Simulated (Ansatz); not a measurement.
Z-matrix (Å, degrees):
```
Ti
F 1 1.737
F 1 1.744 2 112.2
F 1 1.744 2 112.3 3 121.9
Se 1 2.410 2 105.0 3 -119.0
H 5 1.474 1 88.5 2 -179.6
```

Total charge 0; spin multiplicity 1.

Task: List the B3LYP/def2-TZVPP orbital energies in eV (the Gaussian-basis code of Ansatz). (An estimate is asked.)

Result: The calculation gave: Occupied: -12351.60, -4870.39, -1580.94, -1419.11, -1419.07, -1419.05, -672.38, -672.16, -672.16, -544.76, -455.29, -455.25, -455.24, -213.24, -157.31, -157.18, -157.10, -67.60, -58.07, -58.03, -57.97, -57.86, -57.86, -43.83, -43.70, -43.32, -32.23, -31.85, -31.79, -19.51, -13.56, -13.51, -13.20, -13.02, -12.91, -12.56, -12.30, -12.24, -11.97, -11.17, -8.93, -7.69. Lowest empty: -3.45, -3.30, -2.73, -2.04, -1.90, -0.78, 0.26, 1.60.

B3LYP here is the variant with VWN-RPA as its local correlation; programs differ in this.
